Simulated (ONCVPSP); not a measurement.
## Al: ONCV pseudisation with PBE, scalar-relativistic reference atom.

Input for ONCVPSP 4.0.1:

```
# ATOM AND REFERENCE CONFIGURATION
# atsym  z   nc   nv     iexc    psfile
  Al 13.00    3    2        4      upf
#
#   n    l    f
    1    0    2.00
    2    0    2.00
    2    1    6.00
    3    0    2.00
    3    1    1.00
#
# PSEUDOPOTENTIAL AND OPTIMIZATION
# lmax
    2
#
#   l,   rc,      ep,       ncon, nbas, qcut
    0    2.00    0.00    3    8    3.90
    1    2.40    0.00    3    6    3.80
    2    1.90    0.29    4    7    4.40
#
# LOCAL POTENTIAL
# lloc, lpopt,  rc(5),   dvloc0
    4    2    1.25    6.00
#
# VANDERBILT-KLEINMAN-BYLANDER PROJECTORs
# l, nproj, debl
    0    2    2.00
    1    2    0.70
    2    2    3.60
#
# MODEL CORE CHARGE
# icmod, fcfact, rcfact
    3    2.50    1.15
#
# LOG DERIVATIVE ANALYSIS
# epsh1, epsh2, depsh
   -2.00    5.00    0.02
#
# OUTPUT GRID
# rlmax, drl
    6.00    0.01
#
# TEST CONFIGURATIONS
# ncnf
    4
# nvcnf
#   n    l    f
    2
    3    0    2.00
    3    1    0.00
#
    2
    3    0    1.00
    3    1    0.00
#
    2
    3    0    2.00
    3    1    0.50
#
    2
    3    0    1.00
    3    1    2.00
#
```

Command:

```bash
oncvpsp.x < Al.dat > Al.out
```

The program printed (shortened: citation, most of the input echo, consistency checks and plot data are left out):

```
ONCVPSP  (Optimized Norm-Conservinng Vanderbilt PSeudopotential)
scalar-relativistic version 4.0.1

#   n    l    f        energy (Ha)
    1    0    2.00    -5.5533531E+01
    2    0    2.00    -3.9749958E+00
    2    1    6.00    -2.5593353E+00
    3    0    2.00    -2.8491419E-01
    3    1    1.00    -9.9667823E-02

Reference configufation results
  iterations    25
  all-electron total energy (Ha)   -2.42684666D+02

Begin loop to  construct optimized pseudo wave functions
and semi-local pseudopoentials for all angular momenta

   Wellstate for l =  0  n =  5
     eigenvalue =   1.7151
     asymptotic potential =   2.2151
     half-point radius =  4.3004

Calculating optimized projector #   1

 for l=   0

    Fraction of norm inside rc  0.326459
    Optimizing pswf for qcut=   3.90 a_B^-1,  ecut=   7.60 Ha
    Residual kinetic energy error=  4.70D-05 Ha

    Energy error per electron        Cutoff
         Ha          eV             Ha
         0.01000     0.27211        3.34
         0.00100     0.02721        5.35
         0.00010     0.00272        7.14
         0.00001     0.00027       20.66

Calculating optimized projector #   2

 for l=   0

    Fraction of norm inside rc  0.126791
    Optimizing pswf for qcut=   3.90 a_B^-1,  ecut=   7.60 Ha
    Residual kinetic energy error=  5.21D-04 Ha

    Energy error per electron        Cutoff
         Ha          eV             Ha
         0.01000     0.27211        5.53
         0.00100     0.02721        7.18
         0.00010     0.00272       13.51
         0.00001     0.00027       36.54

   Wellstate for l =  1  n =  4
     eigenvalue =   0.6003
     asymptotic potential =   1.1003
     half-point radius =  4.8736

Calculating optimized projector #   1

 for l=   1

    Fraction of norm inside rc  0.265760
    Optimizing pswf for qcut=   3.80 a_B^-1,  ecut=   7.22 Ha
    Residual kinetic energy error=  4.32D-06 Ha

    Energy error per electron        Cutoff
         Ha          eV             Ha
         0.01000     0.27211        1.26
         0.00100     0.02721        2.01
         0.00010     0.00272        3.52
         0.00001     0.00027        6.63

Calculating optimized projector #   2

 for l=   1

    Fraction of norm inside rc  0.272156
    Optimizing pswf for qcut=   3.80 a_B^-1,  ecut=   7.22 Ha
    Residual kinetic energy error=  2.74D-05 Ha

    Energy error per electron        Cutoff
         Ha          eV             Ha
         0.01000     0.27211        2.09
         0.00100     0.02721        2.76
         0.00010     0.00272        5.66
         0.00001     0.00027       10.20

   Wellstate for l =  2  n =  3
     eigenvalue =   0.2900
     asymptotic potential =   0.7900
     half-point radius =  4.4727

   Wellstate for l =  2  n =  5
     eigenvalue =   3.8900
     asymptotic potential =   4.3900
     half-point radius =  3.0952

Calculating optimized projector #   1

 for l=   2

    Fraction of norm inside rc  0.145744
    Optimizing pswf for qcut=   4.40 a_B^-1,  ecut=   9.68 Ha
    Residual kinetic energy error=  1.11D-03 Ha

    Energy error per electron        Cutoff
         Ha          eV             Ha
         0.01000     0.27211        5.34
         0.00100     0.02721        9.90
         0.00010     0.00272       37.57
         0.00001     0.00027       47.13

Calculating optimized projector #   2

 for l=   2

    Fraction of norm inside rc  0.207826
    Optimizing pswf for qcut=   4.40 a_B^-1,  ecut=   9.68 Ha
    Residual kinetic energy error=  1.41D-01 Ha

    Energy error per electron        Cutoff
         Ha          eV             Ha
         0.01000     0.27211       17.75
         0.00100     0.02721       53.24
         0.00010     0.00272       63.50
         0.00001     0.00027       71.06

Construct Vanderbilt / Kleinmman-Bylander projectors

B matrix Hermiticity error, ll=   0
   1   2   -6.8514E-05

  Orthonormal projector coefficients  1.5581E+00  5.9456E-01

B matrix Hermiticity error, ll=   1
   1   2    1.7569E-05

  Orthonormal projector coefficients  2.8775E+00  1.4000E-01

B matrix Hermiticity error, ll=   2
   1   2   -3.6148E-05

  Orthonormal projector coefficients -4.9594E+00 -1.0752E+00

Model core correction analysis
  based on d2Exc/dn_idn_j

d2excae - all-electron derivatives

   -3.680580D-02   -2.766072D-02
   -2.765875D-02   -2.849600D-02

d2excps - pseudofunction derivatives with no core correction

   -3.996858D-02   -2.875721D-02
   -2.875904D-02   -2.872123D-02

rms 2nd derivative error    1.765421E-03

rmatch, rhocmatch    1.4031    0.3456

Teter function model core charge with specified parameters

d2excps - pseudofunction derivatives with core correction

   -3.863988D-02   -2.824004D-02
   -2.824227D-02   -2.854370D-02

rms 2nd derivative error    1.005262E-03

Pseudoatom total energy   -1.942433

Diagnostic tests using Vanderbilt-Kleinman-Bylander pseudopotentials
  1 or more projectors used as specified by nproj input data

   l    rcore       rmatch      e in        delta e   norm test  slope test

   0   2.0089061   2.0699009  -0.2849142   0.0000117   1.0000316   0.9971460
   0   2.0089061   2.0699009   1.7150858  -0.0000055   1.0001527   1.0001527

   1   2.4038040   2.4767887  -0.0996678   0.0000022   1.0000167   0.9998565
   1   2.4038040   2.4767887   0.6003322   0.0000095   1.0000654   1.0000654

   2   1.9036093   1.9614070   0.2900000   0.0000054   1.0000113   1.0000113
   2   1.9036093   1.9614070   3.8900000   0.0000619   1.0000632   1.0000632

 Testing for bound ghosts
   n   l    E NL Schr. Eq   E Basis Diag.   E Cutoff

   1   0       -0.284902       -0.278991     64.54

   2   1       -0.099666       -0.089960     26.42

 Testing for highly-localized positive-energy ghosts
       l    <radius>/rc     E Basis Diag.   E Cutoff

Test configuration 0

   n   l     f        eae           eps        diff
   1   0  2.0000  -55.53353116
   2   0  2.0000   -3.97499583
   2   1  6.0000   -2.55933530
   3   0  2.0000   -0.28491419   -0.28490249    1.17D-05
   3   1  1.0000   -0.09966782   -0.09966560    2.22D-06

    Total energies and differences
      AE_ref= -2.42684666D+02  AE_tst= -2.42684666D+02  dif=  0.00D+00
      PS_ref= -1.94243261D+00  PS_tst= -1.94243261D+00  dif=  3.11D-15
      PSP excitation error= -3.11D-15

Test configuration 1

   n   l     f        eae           eps        diff
   1   0  2.0000  -55.84548693
   2   0  2.0000   -4.28139008
   2   1  6.0000   -2.86614977
   3   0  2.0000   -0.54427607   -0.54449496   -2.19D-04

    Total energies and differences
      AE_ref= -2.42684666D+02  AE_tst= -2.42472946D+02  dif=  2.12D-01
      PS_ref= -1.94243261D+00  PS_tst= -1.73059875D+00  dif=  2.12D-01
      PSP excitation error= -1.13D-04

Test configuration 2

   n   l     f        eae           eps        diff
   1   0  2.0000  -56.31071886
   2   0  2.0000   -4.73212529
   2   1  6.0000   -3.31704612
   3   0  1.0000   -0.87271849   -0.86980532    2.91D-03

    Total energies and differences
      AE_ref= -2.42684666D+02  AE_tst= -2.41766424D+02  dif=  9.18D-01
      PS_ref= -1.94243261D+00  PS_tst= -1.02461748D+00  dif=  9.18D-01
      PSP excitation error=  4.27D-04

Test configuration 3

   n   l     f        eae           eps        diff
   1   0  2.0000  -55.67649395
   2   0  2.0000   -4.11605573
   2   1  6.0000   -2.70055887
   3   0  2.0000   -0.40769662   -0.40776955   -7.29D-05
   3   1  0.5000   -0.20951108   -0.20959994   -8.89D-05

    Total energies and differences
      AE_ref= -2.42684666D+02  AE_tst= -2.42608023D+02  dif=  7.66D-02
      PS_ref= -1.94243261D+00  PS_tst= -1.86576825D+00  dif=  7.67D-02
      PSP excitation error= -2.06D-05

Test configuration 4

   n   l     f        eae           eps        diff
   1   0  2.0000  -55.60231378
   2   0  2.0000   -4.04183156
   2   1  6.0000   -2.62575839
   3   0  1.0000   -0.31508232   -0.31478966    2.93D-04
   3   1  2.0000   -0.12285761   -0.12281903    3.86D-05

    Total energies and differences
      AE_ref= -2.42684666D+02  AE_tst= -2.42495805D+02  dif=  1.89D-01
      PS_ref= -1.94243261D+00  PS_tst= -1.75367918D+00  dif=  1.89D-01
      PSP excitation error=  1.08D-04
```

The run took about 2.7 s on one core of a shared server CPU.
